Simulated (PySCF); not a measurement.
# Computed properties of C4H12Si2, SMILES CC[C@H]1[SiH2][SiH2]C1

C₄H₁₂Si₂, SMILES CC[C@@H]1C[SiH2][SiH2]1. Geometry optimised at B3LYP-D3(BJ)/def2-SVP. The structure was generated by enumeration; whether it is a known compound was not checked. One conformer was computed; it need not be the lowest. All values are computed for the isolated molecule unless a solvent is named; none is compared with measurement here.

**Structure.** All 48 harmonic modes at B3LYP-D3(BJ)/def2-SVP (PySCF) are real, so it is a minimum. With heavy atoms numbered as in [CH3:1][CH2:2][C@@H:3]1[CH2:4][SiH2:5][SiH2:6]1, the shortest bond between them is C1–C2 at 1.530 Å and the longest Si5–Si6 at 2.340 Å.

**Vibrations.** The strongest infrared lines (harmonic, unscaled, degenerate partners summed) lie at 2215 cm⁻¹ (177 km/mol, H 96 %), 2193 cm⁻¹ (115 km/mol, H 98 %), 2209 cm⁻¹ (96 km/mol, H 96 %). The softest mode is at 94 cm⁻¹ and the zero-point energy is 90.6 kcal/mol.

**Electronic structure.** B3LYP/def2-TZVP (PySCF) places the frontier levels at -7.11 and -0.11 eV, a gap of 7.00 eV, and gives a dipole moment of 0.68 D. PBE/def2-TZVP (PySCF) at the same geometry gives -6.24 and -0.73 eV, so its gap is 1.49 eV narrower. An orbital gap is neither the optical nor the fundamental gap.

**Excitations.** TDA-ωB97X/def2-SVPD (PySCF) has S1 at 6.71 eV (185 nm, f = 0.047, weak); the most intense of the 6 singlets computed lies at 6.99 eV (f = 0.35). T1 (TDA) is at 5.80 eV, 0.91 eV under S1. TDA-PBE/def2-SVPD (PySCF) puts S1 at 5.81 eV. No vertical singlet excitation falls in the visible range (under 3.1 eV).

**NMR.** GIAO shifts at PBE0/pcSseg-1 (PySCF) (non-relativistic, atoms alike by connectivity averaged): ¹³C from 17.6 to 36.1 ppm against TMS; ¹H from 1.3 to 4.6 ppm against TMS; ²⁹Si from -62.0 to -43.7 ppm against TMS.
